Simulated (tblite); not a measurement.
C2H9OSi4 (doublet state).
SMILES with atom numbers: `[CH2:1]=[CH:2][Si:3]1([O:4])[SiH2:5][SiH2:6][SiH2:7]1` (hydrogens: H8, H9 on C1; H10 on C2; H11, H12 on Si5; H13, H14 on Si6; H15, H16 on Si7)

Cartesian coordinates in Å at the GFN2-xTB level; atoms count from 1:
```
atom  x, y, z in Å
C1    -2.2860   -0.4308    0.4651
C2    -2.0275    0.0113   -0.7555
Si3   -0.2964    0.4346   -1.3964
O4    -0.1139    0.9381   -2.8190
Si5    1.1073   -1.4262   -0.6690
Si6    1.8842   -0.1701    1.1806
Si7    0.7256    1.7387    0.3973
H8    -3.2834   -0.6649    0.8088
H9    -1.5007   -0.5842    1.1952
H10   -2.8528    0.1454   -1.4433
H11    0.3886   -2.6937   -0.4467
H12    2.1299   -1.8432   -1.6378
H13    3.3378   -0.0656    1.3849
H14    1.4447   -0.6682    2.4972
H15    1.5648    2.8571   -0.0534
H16   -0.2300    2.4307    1.2806
```

All values are computed: GFN2-xTB (tblite) harmonic vibrations without scaling, gas phase. The method is semi-empirical: single wavenumbers can be off by several per cent or more. Modes of hydrogen on silicon can be 10 to 20 % off. One conformer, not necessarily the lowest. Open shells enter through the occupations alone, without spin polarisation, and single modes of such species can be off by tens of per cent.

Harmonic wavenumbers (cm⁻¹): 32.5, 42.3, 52.0, 105.7, 105.9, 172.5, 196.4, 223.2, 254.6, 270.7, 278.7, 310.9, 339.3, 345.5, 364.2, 367.3, 379.7, 393.9, 402.9, 456.3, 500.5, 567.6, 683.7, 839.1, 840.7, 861.4, 912.2, 1000.1, 1030.9, 1258.0, 1330.0, 1428.4, 1663.8, 2128.2, 2144.9, 2153.6, 2171.3, 2197.3, 2201.8, 3029.5, 3040.7, 3066.1.

A = 1415, B = 941.6, C = 917.8 MHz; mass 160.973 u (most abundant isotopes); point group Cs, symmetry number 1; spin multiplicity 2.

Question: What is the zero-point energy?

Answer: Half the sum of the wavenumbers: 20072 cm⁻¹ = 57.39 kcal/mol.

Question: What is S at 350 K and 1 bar for an ideal gas of classical rigid rotors and harmonic oscillators?

Answer: Translation 41.96, rotation 30.43, vibration 52.55, spin (R ln 2) 1.38: S = 126.3 cal/(mol K).

Question: And Cp and H(350 K) − H(0)?

Answer: Cp = 52.49 cal/(mol K), of which vibrations give 44.54 (their classical limit is 42 R = 83.5); H(350 K) − H(0) = 11.90 kcal/mol without the zero-point energy, 9.12 from vibrations.

Question: Which modes carry the vibrational entropy at 350 K?

Answer: 32.5 cm⁻¹: 5.99; 42.3 cm⁻¹: 5.47; 52.0 cm⁻¹: 5.06; 105.7 cm⁻¹: 3.66; 105.9 cm⁻¹: 3.66; 172.5 cm⁻¹: 2.71 cal/(mol K); the other 36 give 26.01 together.

Question: Blend soft modes into free rotors: weight 1/[1 + (100 cm⁻¹/ν̃)⁴] for the oscillator and the rest for a rotor with moment μB/(μ + B), μ = h/(8π²ν), B = 10⁻⁴⁴ kg m². What vibrational entropy results?

Answer: 47.24 cal/(mol K) in place of 52.55, which changes −T·S at 350 K by +1.86 kcal/mol.

Question: What must be added to the electronic energy to get the Gibbs energy at 350 K and 1 bar?

Answer: ZPE + [H(350 K) − H(0)] − T·S = 57.39 + 11.90 − 44.21 = 25.08 kcal/mol.

Question: How do the functions run with temperature in this model?

Answer: 
| T (K) | S (cal/(mol K)) | Cp (cal/(mol K)) | H − H(0) (kcal/mol) | G − H(0) (kcal/mol) | ln q(vib) |
| --- | --- | --- | --- | --- | --- |
| 50 | 64.6 | 16.1 | 0.59 | -2.64 | 1.21 |
| 100 | 78.3 | 24.8 | 1.61 | -6.22 | 3.21 |
| 298.15 | 118.2 | 48.9 | 9.27 | -25.96 | 11.34 |
| 373.15 | 129.7 | 53.9 | 13.14 | -35.27 | 14.19 |
| 500 | 146.5 | 60.5 | 20.42 | -52.82 | 18.61 |
| 750 | 172.9 | 69.7 | 36.78 | -92.89 | 26.15 |
| 1000 | 193.9 | 75.9 | 55.03 | -138.82 | 32.53 |

q(vib) and H(0) count from the zero-point level.

Hindered rotation and anharmonicity are outside this model. Other conformers, if any are populated, would add a mixing term that is left out.
